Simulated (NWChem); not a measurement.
Program: NWChem. System: HO$_{3}$S, charge 1, spin multiplicity 1, at the geometry of a parent with another charge or spin, in a state set for the comparison that need not be this species' ground state. Level: MP2/def2-TZVP, 8 core orbitals frozen.

NWChem printed:

```
             Northwest Computational Chemistry Package (NWChem) 7.3.0
             --------------------------------------------------------

                                NWChem Input Module
                                -------------------

 Scaling coordinates for geometry "geometry" by  1.889725989
 (inverse scale =  0.529177249)

                             Geometry "geometry" -> ""
                             -------------------------

 Output coordinates in angstroms (scale by  1.889725989 to convert to a.u.)

  No.       Tag          Charge          X              Y              Z
 ---- ---------------- ---------- -------------- -------------- --------------
    1 O                    8.0000    -0.36895400     1.43583600     0.12778800
    2 S                   16.0000    -0.15458100     0.01089300    -0.26809100
    3 O                    8.0000    -0.99119700    -1.10728200     0.23601300
    4 O                    8.0000     1.42663400    -0.40446600     0.15817400
    5 H                    1.0000     1.94142600     0.43301000     0.11365000

 Effective nuclear repulsion energy (a.u.)     181.7375247690

            Nuclear Dipole moment (a.u.)
            ----------------------------
        X                 Y               Z
 ---------------- ---------------- ----------------
    -0.0000113384     0.0000037795    -0.0000113384


 Summary of "ao basis" -> "" (spherical)
 ------------------------------------------------------------------------------
       Tag                 Description            Shells   Functions and Types
 ---------------- ------------------------------  ------  ---------------------
 *                         def2-tzvp                  on all atoms

 Summary of "ao basis" -> "ao basis" (spherical)
 ------------------------------------------------------------------------------
       Tag                 Description            Shells   Functions and Types
 ---------------- ------------------------------  ------  ---------------------
 O                         def2-tzvp                11       31   5s3p2d1f
 S                         def2-tzvp                13       37   5s5p2d1f
 H                         def2-tzvp                 4        6   3s1p

                                 NWChem SCF Module
                                 -----------------

  ao basis        = "ao basis"
  functions       =   136
  atoms           =     5
  closed shells   =    20
  open shells     =     0
  charge          =   1.00
  wavefunction    = RHF
  use symmetry    = F
  symmetry adapt  = F

 Summary of "ao basis" -> "ao basis" (spherical)
 ------------------------------------------------------------------------------
       Tag                 Description            Shells   Functions and Types
 ---------------- ------------------------------  ------  ---------------------
 O                         def2-tzvp                11       31   5s3p2d1f
 S                         def2-tzvp                13       37   5s5p2d1f
 H                         def2-tzvp                 4        6   3s1p

 Forming initial guess at       0.1s

      Superposition of Atomic Density Guess
      -------------------------------------

 Sum of atomic energies:        -622.33223228

 Renormalizing density from      41.00 to     40

      Non-variational initial energy
      ------------------------------

 Total energy =    -613.661662
 1-e energy   =   -1191.554710
 2-e energy   =     396.155524
 HOMO         =      -0.803585
 LUMO         =      -0.609445

 Starting SCF solution at       4.4s

 ----------------------------------------------
         Quadratically convergent ROHF

 Convergence threshold     :          1.000E-07
 Maximum no. of iterations :          100
 Final Fock-matrix accuracy:          1.000E-09
 ----------------------------------------------

              iter       energy          gnorm     gmax       time
             ----- ------------------- --------- --------- --------
                 1     -622.1184286541  2.14D+00  4.46D-01      4.8
                 2     -622.2767840056  6.30D-01  1.95D-01      5.7
                 3     -622.2930551551  2.17D-01  6.19D-02      6.3
                 4     -622.2961951427  1.72D-02  7.99D-03      8.2
[...]
   Bfn.  Coefficient  Atom+Function         Bfn.  Coefficient  Atom+Function
  ----- ------------  ---------------      ----- ------------  ---------------
     6      0.373885  1 O  px                 9      0.343318  1 O  px
    75      0.206869  3 O  py                78      0.185884  3 O  py
    12      0.182309  1 O  px               106     -0.151420  4 O  py

 Vector   20  Occ=2.000000D+00  E=-7.959411D-01
              MO Center= -6.1D-01,  1.4D-01,  1.0D-01, r^2= 2.1D+00
   Bfn.  Coefficient  Atom+Function         Bfn.  Coefficient  Atom+Function
  ----- ------------  ---------------      ----- ------------  ---------------
     8      0.291790  1 O  pz                76     -0.286538  3 O  pz
    11      0.271299  1 O  pz                79     -0.267028  3 O  pz
    14      0.151531  1 O  pz

 Vector   21  Occ=0.000000D+00  E=-3.738074D-01
              MO Center= -1.8D-01,  1.1D-02, -2.9D-01, r^2= 2.3D+00
   Bfn.  Coefficient  Atom+Function         Bfn.  Coefficient  Atom+Function
  ----- ------------  ---------------      ----- ------------  ---------------
    36      0.497913  2 S  s                 48     -0.328772  2 S  pz
    76      0.232941  3 O  pz                 8      0.222880  1 O  pz
    79      0.213543  3 O  pz                51     -0.210740  2 S  pz
    82      0.207570  3 O  pz                11      0.204219  1 O  pz
    14      0.199614  1 O  pz                35      0.178622  2 S  s

 Vector   22  Occ=0.000000D+00  E=-1.100629D-01
              MO Center=  3.4D-01,  9.7D-02, -2.5D-01, r^2= 3.3D+00
   Bfn.  Coefficient  Atom+Function         Bfn.  Coefficient  Atom+Function
  ----- ------------  ---------------      ----- ------------  ---------------
   104     -0.893592  4 O  s                 49      0.836656  2 S  px
   133      0.532115  5 H  s                 46      0.450230  2 S  px
    36      0.281241  2 S  s                111      0.279464  4 O  px
    12     -0.260121  1 O  px               112     -0.207254  4 O  py
    80     -0.182186  3 O  px                51      0.177906  2 S  pz

 Vector   23  Occ=0.000000D+00  E=-7.739111D-02
              MO Center=  5.4D-01,  3.6D-01,  8.9D-02, r^2= 4.2D+00
   Bfn.  Coefficient  Atom+Function         Bfn.  Coefficient  Atom+Function
  ----- ------------  ---------------      ----- ------------  ---------------
   133      1.122322  5 H  s                 49     -0.794957  2 S  px
    36      0.757606  2 S  s                  5     -0.451230  1 O  s
    73     -0.441240  3 O  s                 51      0.372842  2 S  pz
    81     -0.340491  3 O  py                13      0.328123  1 O  py
    48      0.298005  2 S  pz               104     -0.284090  4 O  s

 center of mass
 --------------
 x =  -0.04486599 y =  -0.01002542 z =  -0.00251938

 moments of inertia (a.u.)
 ------------------
         211.609442774214          -2.268637318923          -2.350611825467
          -2.268637318923         210.072015257947           8.259314923818
          -2.350611825467           8.259314923818         394.090586954993

  Mulliken analysis of the total density
  --------------------------------------

    Atom       Charge   Shell Charges
 -----------   ------   -------------------------------------------------------
    1 O    8     8.22   0.79  1.18  0.62  1.00  0.30  1.72  1.92  0.63  0.00  0.04  0.00
    2 S   16    14.76   2.01  0.49  1.48  1.05  0.44  4.16  1.70  0.79  1.60  0.19  0.26  0.51  0.09
    3 O    8     8.18   0.79  1.18  0.62  1.00  0.30  1.72  1.91  0.61  0.00  0.04  0.00
    4 O    8     8.28   0.79  1.18  0.59  1.01  0.25  1.77  2.01  0.64  0.00  0.03  0.00
    5 H    1     0.56   0.22  0.29  0.01  0.04

       Multipole analysis of the density wrt the origin
       ------------------------------------------------

     L   x y z        total         open         nuclear
     -   - - -        -----         ----         -------
     0   0 0 0      1.000000      0.000000     41.000000

     1   1 0 0      0.923444      0.000000     -0.000011
     1   0 1 0      0.403257      0.000000      0.000004
     1   0 0 1     -0.683187      0.000000     -0.000011

     2   2 0 0    -14.815097      0.000000    104.926884
     2   1 1 0      1.909027      0.000000      2.641634
     2   1 0 1      0.432057      0.000000      1.572327
     2   0 2 0    -20.193309      0.000000     99.274608
     2   0 1 1      0.193856      0.000000     -4.042888
     2   0 0 2    -17.355492      0.000000      6.925323

                   NWChem MP2 Semi-direct Energy/Gradient Module
                   ---------------------------------------------

  Basis functions       =    136
  Molecular orbitals    =    136
  Frozen core           =      8
  Frozen virtuals       =      0
  Active alpha occupied =     12
  Active beta occupied  =     12
  Active alpha virtual  =    116
  Active beta virtual   =    116
  Use MO symmetry       = F
  Use skeleton AO sym   = F

  AO/Fock/Back tols     =   1.0D-09  1.0D-09  1.0D-09

 GA uses MA = F    GA memory limited = T

 Available:
  local mem=  1.26D+08
 global mem=  1.44D+08
 local disk=  0.00D+00
  mp2_memr nvloc                   116
  nvloc new                   116
   1 passes of  12:        5242880                     107304                  43085963.
   1 passes of  12: M    126148984           G      144142208           F     120906104.

 Semi-direct pass number   1 of   1  for RHF alpha+beta  at       18.8s
  vrange nnbf                  9097
  mp2_eaftype                   164  avail_ma_in_mb                  1099
 EAF : mp2_eaftype filesize         164   21542981.
  mp2_eaf for mointskh                    164
Node 0 wrote    101.3 Mb in      0.0 s     Agg I/O rate:  2376.8 Mb/s
 Done moints_semi at       31.4s
  mp2_eaftype                   164  avail_ma_in_mb                   935
 EAF : mp2_eaftype filesize         164   21542981.
  mp2_eaf for kh                   164
 Done maket at       32.1s
 Done multipass loop at       32.1s

          -------------------------------------------
          SCF energy                -622.296291601048
          Correlation energy          -0.927991367849
          Singlet pairs               -0.557165778452
          Triplet pairs               -0.370825589397
          Total MP2 energy          -623.224282968897
          -------------------------------------------

          ---------------------------------------------------
                    Spin Component Scaled (SCS) MP2
          Same spin pairs                     -0.247217059598
          Same spin scaling factor             0.333333333333
          Opposite spin pairs                 -0.680774308251
          Opposite spin scaling fact.          1.200000000000
          SCS-MP2 correlation energy          -0.899334856434
          Total SCS-MP2 energy              -623.195626457482
          ---------------------------------------------------

 -----------------------
 Performance information
 -----------------------

 Timer overhead =  2.62D-07 seconds/call

               Nr. of calls         CPU time (s)                 Wall time (s)                GFlops
             ---------------    -------------------     ------------------------------   -------------------
Name         Min   Avg   Max    Min     Avg     Max     Min     Avg     Max   Mx/calls   Min     Max     Sum
mp2: moin     1     1     1    13.     13.     13.      13.     13.     13.     13.      0.0     0.0     0.0
mp2: make     1     1     1   0.72    0.72    0.72     0.72    0.72    0.72    0.72      0.0     0.0     0.0
mp2: tota     1     1     1    13.     13.     13.      13.     13.     13.     13.      0.0     0.0     0.0

 The average no. of pstat calls per process was 3.00D+00
 with a timing overhead of 7.85D-07s

 Task  times  cpu:       32.1s     wall:       32.1s

 Total times  cpu:       32.1s     wall:       32.1s
```

Write an NWChem input that would produce this output.

This is not unique; one that fits is 
```
start mol
memory heap 200 mb stack 900 mb global 1100 mb
charge 1
geometry units angstroms nocenter noautoz noautosym
  O     -0.368954     1.435836     0.127788
  S     -0.154581     0.010893    -0.268091
  O     -0.991197    -1.107282     0.236013
  O      1.426634    -0.404466     0.158174
  H      1.941426     0.433010     0.113650
end
basis spherical
  * library def2-tzvp
end
scf
  rhf
  nopen 0
  maxiter 100
  thresh 1e-7
  semidirect memsize 60000000 filesize 0
end
mp2
  freeze core 8
end
task mp2 energy
```
